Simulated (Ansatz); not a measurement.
Program: Ansatz. Geometries: PBE0-D4/def2-TZVP. ΔE: electronic, gas phase. CCSD(T)/CBS is the MP2 limit (def2-TZVPP, def2-QZVPP) plus CCSD(T) − MP2 in def2-TZVPP, frozen cores. DFT in def2-TZVPP. For Ge outer-core shells are correlated without core-valence functions, which leaves a few kJ/mol of doubt a bond. Scalar relativity is left out up to krypton. One conformer a species, not always the lowest.

`C[B]1[O][GeH2]1` + `O[SiH2]B(O)F` → `CO[SiH2]B(O)F` + `[BH]1[O][GeH2]1`  (substitution at a C–B bond)

| level | ΔE (kcal/mol) |
| --- | --- |
| r2SCAN-D4 | 25.6 |
| PBE0-D4 | 25.6 |
| ωB97M-V | 25.0 |
| PBE0 | 25.8 |
| MP2/def2-QZVPP | 26.6 |
| SCS-MP2/def2-QZVPP | 25.0 |
| MP2/CBS(def2) | 26.9 |
| CCSD/CBS(def2) | 25.4 |

What does CCSD(T)/CBS give? (Best estimate.)

The calculation gave: +25.3 kcal/mol. The listed levels differ from it by 0.3, 0.3, -0.3, 0.5, 1.3, -0.3, 1.6, 0.1 kcal/mol.

Largest T1 diagnostic among the species: 0.017.

In def2-TZVPP, CCSD(T) changes the Hartree–Fock value by +1.2 kcal/mol (the triples alone add −0.1 kcal/mol) and MP2 by +2.7 kcal/mol.
